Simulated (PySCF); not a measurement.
F3Mo, neutral, multiplicity 4. Atoms are numbered in the order given.

```xyz
4

Mo     0.0000     0.0000     0.0000
F      1.8625     0.0000     0.0000
F     -0.9313    -1.6130     0.0000
F     -0.9313     1.6130     0.0000
```
Charge 0, spin multiplicity 4.

Coordinates come from a B3LYP-D3(BJ)/def2-TZVP optimisation. The spin state was assumed, not searched. The def2 effective core potentials stand for the cores of Mo; spin–orbit coupling is left out.

Calculation: PySCF with M06-2X/def2-TZVPD.

Mulliken values depend strongly on the basis, most of all with diffuse functions as here. ESP charges are fitted to the potential on shells at 1.4 to 2.0 van der Waals radii. Atomic charges (e):

```json
[
 {"atom": "Mo1", "Mulliken": "1.90", "ESP fit": "1.01", "Mulliken spin": "2.89"},
 {"atom": "F2", "Mulliken": "-0.63", "ESP fit": "-0.34", "Mulliken spin": "0.04"},
 {"atom": "F3", "Mulliken": "-0.63", "ESP fit": "-0.34", "Mulliken spin": "0.04"},
 {"atom": "F4", "Mulliken": "-0.63", "ESP fit": "-0.34", "Mulliken spin": "0.04"}
]
```
